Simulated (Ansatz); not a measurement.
Compare A (`C[SiH]1B[SiH2]1`) with its isomer B (`B1[SiH2]C[SiH2]1`).

Program: Ansatz. Geometries: PBE0-D4/def2-TZVP. ΔE: electronic, gas phase. CBS: MP2 limit from def2 TZ/QZ plus the TZ coupled-cluster correction, frozen cores. DFT in def2-TZVPP. B3LYP here is the variant with VWN-RPA as its local correlation; programs differ in this.

Question: Which is lower in electronic energy at CCSD(T)/CBS, and by how much? (Estimate.)

Answer: The calculation gave: B, by 30.2 kJ/mol.

Question: Give E(B) − E(A) in kJ/mol with B2PLYP, BLYP-D4, B3LYP-D4, B3LYP, r2SCAN-D4, HF/def2-TZVPP, CCSD(T)/def2-SVP. (An estimate is asked.)

Answer: Computed: B2PLYP -24.0, BLYP-D4 -11.2, B3LYP-D4 -24.2, B3LYP -22.1, r2SCAN-D4 -18.5, HF/def2-TZVPP -76.3, CCSD(T)/def2-SVP -19.9. None reverses the order clearly.

Question: Does the order hold for the free energy at 298.15 K (harmonic terms from PBE0-D4)? (Estimate.)

Answer: The calculation gave: Yes: G(B) − G(A) = -33.9 kJ/mol.

Largest T1 diagnostic: 0.013.

At CCSD(T), def2-SVP lies +10.3 kJ/mol from the extrapolated value and def2-TZVPP +2.6 kJ/mol. In def2-TZVPP, CCSD(T) changes the Hartree–Fock value by +48.7 kJ/mol (the triples alone add +11.2 kJ/mol) and MP2 by +54.1 kJ/mol.
